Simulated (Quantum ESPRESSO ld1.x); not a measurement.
Species: the titanium ion Ti2+. Configuration: [Ar] 3d1 4s1 (not the ground configuration). All-electron calculation, scalar-relativistic Kohn-Sham, LDA (Slater exchange, Perdew-Zunger correlation), spin-polarised, spherical densities, point nucleus; open shells are filled with parallel spins first. Program: ld1.x of Quantum ESPRESSO 7.5.

Normalised radial functions P(r) = r R(r), r in bohr:

```
   r/bohr * 3p up (the largest magnitude, 1.03, reaches the edge; | marks zero)
 0.008472                             *
  0.01103                             *
  0.01436                             |*
   0.0187                             |*
  0.02435                             |*
  0.03171                             | *
  0.04129                             |  *
  0.05377                             |    *
  0.07002                             |      *
  0.09044                             |         *
   0.1178                             |           *
   0.1533                             |             *
   0.1997                             |             *
     0.26                             |         *
   0.3386                             |  *
   0.4409                      *      |
    0.574           *                 |
   0.7475   *                         |
   0.9656  *                          |
    1.257       *                     |
    1.637               *             |
    2.132                      *      |
    2.776                           * |
    3.615                            *|
    4.707                             *
    6.129                             *
     7.98                             *
```

3p up: eigenvalue -61.196 eV, 1 radial node at r = 0.369 bohr, <r> = 1.06 bohr, 90 % of the charge inside 1.63 bohr.
